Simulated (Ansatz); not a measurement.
C₃H₉AlO, SMILES `C[CH]([AlH2])CO`. The species carries charge 0 and has multiplicity 1. The geometry is a stationary point of PBE0-D4/def2-TZVP. It is one conformer, not always the lowest.

```xyz
14

C     1.043    0.372    1.040
C    -0.151   -0.239    0.301
Al   -1.845    0.682    0.692
C     0.111   -0.403   -1.178
O     1.213   -1.278   -1.365
H     1.271    1.376    0.666
H     0.853    0.462    2.112
H     1.942   -0.234    0.906
H    -0.314   -1.254    0.704
H    -2.962    0.867   -0.428
H    -2.111    1.216    2.166
H     0.327    0.578   -1.630
H    -0.780   -0.804   -1.683
H     1.401   -1.340   -2.304
```

Q: What is the dipole moment at B3LYP/def2-TZVPP? (Best estimate.)

A: The calculation gave: 1.20 D, with components (-0.11, 0.26, -1.17) D in this frame, pointing from negative to positive charge.

Q: And with PBE, r2SCAN, ωB97M-V? (An estimate is asked.)

A: Ansatz gave: PBE 1.16 D, r2SCAN 1.17 D, ωB97M-V 1.22 D.

Q: Give the Mulliken charges with B3LYP, r2SCAN, ωB97M-V in def2-TZVPP. (Best estimate.)

A: Computed: 
```json
{"atom": "C1", "B3LYP": "-0.29", "r2SCAN": "-0.18", "ωB97M-V": "-0.34"}
{"atom": "C2", "B3LYP": "-0.09", "r2SCAN": "-0.10", "ωB97M-V": "-0.24"}
{"atom": "Al3", "B3LYP": "0.41", "r2SCAN": "0.47", "ωB97M-V": "0.40"}
{"atom": "C4", "B3LYP": "-0.03", "r2SCAN": "0.07", "ωB97M-V": "-0.08"}
{"atom": "O5", "B3LYP": "-0.34", "r2SCAN": "-0.36", "ωB97M-V": "-0.31"}
{"atom": "H6", "B3LYP": "0.07", "r2SCAN": "0.03", "ωB97M-V": "0.09"}
{"atom": "H7", "B3LYP": "0.09", "r2SCAN": "0.06", "ωB97M-V": "0.11"}
{"atom": "H8", "B3LYP": "0.10", "r2SCAN": "0.06", "ωB97M-V": "0.12"}
{"atom": "H9", "B3LYP": "0.04", "r2SCAN": "0.01", "ωB97M-V": "0.09"}
{"atom": "H10", "B3LYP": "-0.14", "r2SCAN": "-0.16", "ωB97M-V": "-0.11"}
{"atom": "H11", "B3LYP": "-0.14", "r2SCAN": "-0.15", "ωB97M-V": "-0.11"}
{"atom": "H12", "B3LYP": "0.07", "r2SCAN": "0.03", "ωB97M-V": "0.10"}
{"atom": "H13", "B3LYP": "0.08", "r2SCAN": "0.04", "ωB97M-V": "0.11"}
{"atom": "H14", "B3LYP": "0.17", "r2SCAN": "0.19", "ωB97M-V": "0.16"}
```

B3LYP here is the variant with VWN-RPA as its local correlation; programs differ in this.
